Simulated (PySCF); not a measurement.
## input.py for CdF

The script input.py:

```python
from pyscf import gto, scf
from pyscf.geomopt.geometric_solver import optimize

mol = gto.M(
    atom='Cd 0 0 0; F 0 0 1.687',
    basis='sbkjc',
    ecp={'Cd': 'sbkjc', 'F': 'sbkjc'},
    charge=0,
    spin=1,
    symmetry=True,
    verbose=3,
)
mf = scf.UHF(mol)
mf.kernel()
mol_eq = optimize(mf, maxsteps=30)
print('optimised geometry (angstrom)')
print(mol_eq.tostring('raw'))
print('orbital energies (hartree):', [e[max(0, n-3):n+3].round(4) for e, n in zip(mf.mo_energy, mol.nelec)])
```

```bash
$ OMP_NUM_THREADS=1 python input.py
```

The log:

```
converged SCF energy = -189.794541571421  <S^2> = 0.75364449  2S+1 = 2.0036412
input.py

Current date and time:

#|     Arguments passed to driver run_optimizer():      |#
customengine              <pyscf.geomopt.geometric_solver.PySCFEngine object>
logIni                    <dir>
maxiter                   30
----------------------------------------------------------
Custom engine selected.
Bonds will be generated from interatomic distances less than 1.20 times sum of covalent radii
6 internal coordinates being used (instead of 6 Cartesians)
Internal coordinate system (atoms numbered from 1):
Distance 1-2
Translation-X 1-2
Translation-Y 1-2
Translation-Z 1-2
Rotation-A 1-2
Rotation-B 1-2
Rotation-C 1-2
<class 'geometric.internal.Distance'> : 1
<class 'geometric.internal.TranslationX'> : 1
<class 'geometric.internal.TranslationY'> : 1
<class 'geometric.internal.TranslationZ'> : 1
<class 'geometric.internal.RotationA'> : 1
<class 'geometric.internal.RotationB'> : 1
<class 'geometric.internal.RotationC'> : 1
> ===== Optimization Info: ====
> Job type: Energy minimization
> Maximum number of optimization cycles: 30
> Initial / maximum trust radius (Angstrom): 0.100 / 0.300
> Convergence Criteria:
> Will converge when all 5 criteria are reached:
>  |Delta-E| < 1.00e-06
>  RMS-Grad  < 3.00e-04
>  Max-Grad  < 4.50e-04
>  RMS-Disp  < 1.20e-03
>  Max-Disp  < 1.80e-03
> === End Optimization Info ===

Geometry optimization cycle 1
Cartesian coordinates (Angstrom)
 Atom        New coordinates             dX        dY        dZ
  Cd   0.000000   0.000000   0.000000    0.000000  0.000000  0.000000
   F   0.000000   0.000000   1.687000    0.000000  0.000000  0.000000

WARN: Mole.unit (angstrom) is changed to Bohr

converged SCF energy = -189.794541571434  <S^2> = 0.75364456  2S+1 = 2.0036412
--------------- SymAdaptedUHF_Scanner gradients ---------------
         x                y                z
0 Cd     0.0000000000     0.0000000000     0.2791699975
1 F     0.0000000000     0.0000000000    -0.2791699975
----------------------------------------------
cycle 1: E = -189.794541571  dE = -189.795  norm(grad) = 0.394806
Step    0 : Gradient = 2.792e-01/2.792e-01 (rms/max) Energy = -189.7945415714
Hessian Eigenvalues: 5.00000e-02 5.00000e-02 5.00000e-02 ... 5.00000e-02 5.00000e-02 3.75015e-01

Geometry optimization cycle 2
Cartesian coordinates (Angstrom)
 Atom        New coordinates             dX        dY        dZ
  Cd   0.000000   0.000000  -0.100000    0.000000  0.000000 -0.100000
   F   0.000000   0.000000   1.787000    0.000000  0.000000  0.100000
converged SCF energy = -189.853594452542  <S^2> = 0.75372337  2S+1 = 2.0037199
--------------- SymAdaptedUHF_Scanner gradients ---------------
         x                y                z
0 Cd     0.0000000000     0.0000000000     0.0657367762
1 F     0.0000000000     0.0000000000    -0.0657367762
----------------------------------------------
cycle 2: E = -189.853594453  dE = -0.0590529  norm(grad) = 0.0929658
Step    1 : Displace = 1.000e-01/1.000e-01 (rms/max) Trust = 1.000e-01 (=) Grad = 6.574e-02/6.574e-02 (rms/max) E (change) = -189.8535944525 (-5.905e-02) Quality = 0.750
Hessian Eigenvalues: 5.00000e-02 5.00000e-02 5.00000e-02 ... 5.00000e-02 5.00000e-02 5.64720e-01

Geometry optimization cycle 3
Cartesian coordinates (Angstrom)
 Atom        New coordinates             dX        dY        dZ
  Cd   0.000000   0.000000  -0.130800    0.000000  0.000000 -0.030800
   F   0.000000   0.000000   1.817800    0.000000  0.000000  0.030800
converged SCF energy = -189.859138321179  <S^2> = 0.7538492  2S+1 = 2.0038455
--------------- SymAdaptedUHF_Scanner gradients ---------------
         x                y                z
0 Cd     0.0000000000     0.0000000000     0.0312009488
1 F     0.0000000000     0.0000000000    -0.0312009488
----------------------------------------------
cycle 3: E = -189.859138321  dE = -0.00554387  norm(grad) = 0.0441248
Step    2 : Displace = 3.080e-02/3.080e-02 (rms/max) Trust = 1.414e-01 (+) Grad = 3.120e-02/3.120e-02 (rms/max) E (change) = -189.8591383212 (-5.544e-03) Quality = 1.449
Hessian Eigenvalues: 5.00000e-02 5.00000e-02 5.00000e-02 ... 5.00000e-02 5.00000e-02 2.96684e-01

Geometry optimization cycle 4
Cartesian coordinates (Angstrom)
 Atom        New coordinates             dX        dY        dZ
  Cd   0.000000   0.000000  -0.158625    0.000000  0.000000 -0.027826
   F   0.000000   0.000000   1.845625    0.000000  0.000000  0.027826
converged SCF energy = -189.861127238217  <S^2> = 0.75402041  2S+1 = 2.0040164
--------------- SymAdaptedUHF_Scanner gradients ---------------
         x                y                z
0 Cd     0.0000000000     0.0000000000     0.0076834715
1 F     0.0000000000     0.0000000000    -0.0076834715
----------------------------------------------
cycle 4: E = -189.861127238  dE = -0.00198892  norm(grad) = 0.0108661
Step    3 : Displace = 2.783e-02/2.783e-02 (rms/max) Trust = 2.000e-01 (+) Grad = 7.683e-03/7.683e-03 (rms/max) E (change) = -189.8611272382 (-1.989e-03) Quality = 1.212
Hessian Eigenvalues: 5.00000e-02 5.00000e-02 5.00000e-02 ... 5.00000e-02 5.00000e-02 2.23624e-01

Geometry optimization cycle 5
Cartesian coordinates (Angstrom)
 Atom        New coordinates             dX        dY        dZ
  Cd   0.000000   0.000000  -0.167716    0.000000  0.000000 -0.009091
   F   0.000000   0.000000   1.854716    0.000000  0.000000  0.009091
converged SCF energy = -189.861279723786  <S^2> = 0.75408997  2S+1 = 2.0040858
--------------- SymAdaptedUHF_Scanner gradients ---------------
         x                y                z
0 Cd     0.0000000000     0.0000000000     0.0012883767
1 F     0.0000000000     0.0000000000    -0.0012883767
----------------------------------------------
cycle 5: E = -189.861279724  dE = -0.000152486  norm(grad) = 0.00182204
Step    4 : Displace = 9.091e-03/9.091e-03 (rms/max) Trust = 2.828e-01 (+) Grad = 1.288e-03/1.288e-03 (rms/max) E (change) = -189.8612797238 (-1.525e-04) Quality = 1.155
Hessian Eigenvalues: 5.00000e-02 5.00000e-02 5.00000e-02 ... 5.00000e-02 5.00000e-02 1.86126e-01

Geometry optimization cycle 6
Cartesian coordinates (Angstrom)
 Atom        New coordinates             dX        dY        dZ
  Cd   0.000000   0.000000  -0.169548    0.000000  0.000000 -0.001832
   F   0.000000   0.000000   1.856548    0.000000  0.000000  0.001832
converged SCF energy = -189.861284406563  <S^2> = 0.75410349  2S+1 = 2.0040993
--------------- SymAdaptedUHF_Scanner gradients ---------------
         x                y                z
0 Cd     0.0000000000     0.0000000000     0.0000678820
1 F     0.0000000000     0.0000000000    -0.0000678820
----------------------------------------------
cycle 6: E = -189.861284407  dE = -4.68278e-06  norm(grad) = 9.59996e-05
Step    5 : Displace = 1.832e-03/1.832e-03 (rms/max) Trust = 3.000e-01 (+) Grad = 6.788e-05/6.788e-05 (rms/max) E (change) = -189.8612844066 (-4.683e-06) Quality = 1.050
Hessian Eigenvalues: 5.00000e-02 5.00000e-02 5.00000e-02 ... 5.00000e-02 5.00000e-02 1.76319e-01

Geometry optimization cycle 7
Cartesian coordinates (Angstrom)
 Atom        New coordinates             dX        dY        dZ
  Cd   0.000000   0.000000  -0.169650    0.000000  0.000000 -0.000102
   F   0.000000   0.000000   1.856650    0.000000  0.000000  0.000102
converged SCF energy = -189.861284419984  <S^2> = 0.7541051  2S+1 = 2.0041009
--------------- SymAdaptedUHF_Scanner gradients ---------------
         x                y                z
0 Cd     0.0000000000     0.0000000000     0.0000009351
1 F     0.0000000000     0.0000000000    -0.0000009351
----------------------------------------------
cycle 7: E = -189.86128442  dE = -1.3421e-08  norm(grad) = 1.32236e-06
Step    6 : Displace = 1.019e-04/1.019e-04 (rms/max) Trust = 3.000e-01 (=) Grad = 9.351e-07/9.351e-07 (rms/max) E (change) = -189.8612844200 (-1.342e-08) Quality = 1.027
Hessian Eigenvalues: 5.00000e-02 5.00000e-02 5.00000e-02 ... 5.00000e-02 5.00000e-02 1.76319e-01
Converged! =D

    #| If this code has benefited your research, please support us by citing: |#
    #| Wang, L.-P.; Song, C.C. (2016) "Geometry optimization made simple with |#
    #| translation and rotation coordinates", J. Chem, Phys. 144, 214108.     |#
    #|                                     |#
optimised geometry (angstrom)
Cd          0.00000000        0.00000000       -0.16964963
F           0.00000000        0.00000000        1.85664963
orbital energies (hartree): [array([-0.5516, -0.545 , -0.2996,  0.0524,  0.0524,  0.1328]), array([-0.5496, -0.5496, -0.5204,  0.0124,  0.088 ,  0.088 ])]
```

In short: E(SCF) = -189.794542 Eh, ⟨S²⟩ = 0.754, all at the start geometry; optimised bond 2.026 Å with E = -189.861284 Eh after 7 steps.

It ran on AMD EPYC 7B13 (1 thread, shared host) in 5.4 s, peak memory 0.14 GiB.

The last line lists the levels of the start geometry. No search for the lowest solution was made.
